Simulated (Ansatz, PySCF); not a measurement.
Process, species as SMILES: [GeH2] (GeH2) → [GeH] (GeH) + H atom (the Ge-H bond at the site shown breaks; other sites are not compared here)
Structures are relaxed separately at B3LYP-D3(BJ)/def2-TZVP in Ansatz (an electronic-structure program). Unstable Hartree-Fock reference: [GeH2] (GeH2).
Geometry of the first species:
```
Ge
H 1 1.5993
H 1 1.5993 2 90.65
```
Charge 0, spin multiplicity 1.

Wanted: bond dissociation energy (0 K, with B3LYP-D3(BJ) harmonic zero-point energies from PySCF), in eV. Correlated levels leave the core frozen unless marked. UHF or UKS for open shells. Spin-orbit coupling is left out. Frozen are the shells of the preceding noble gas and the d and f shells that filled before the atom's block. Non-relativistic. CBS marks a two-point X^-3 extrapolation of the correlation energy; Hartree-Fock from the larger set (for Q and 5 zeta extrapolated as (X+1)exp(-9√X)).

| level | program | bond dissociation energy (eV) |
|---|---|---|
| HF/STO-3G | Ansatz | 3.46 |
| HF/def2-SVP | Ansatz | 2.07 |

### Question
Predict the CCSD(T)/CBS(cc-pVQZ,cc-pV5Z) result (Ansatz).

### Answer
3.01 eV, so HF/def2-SVP differs from it by -0.94 eV.
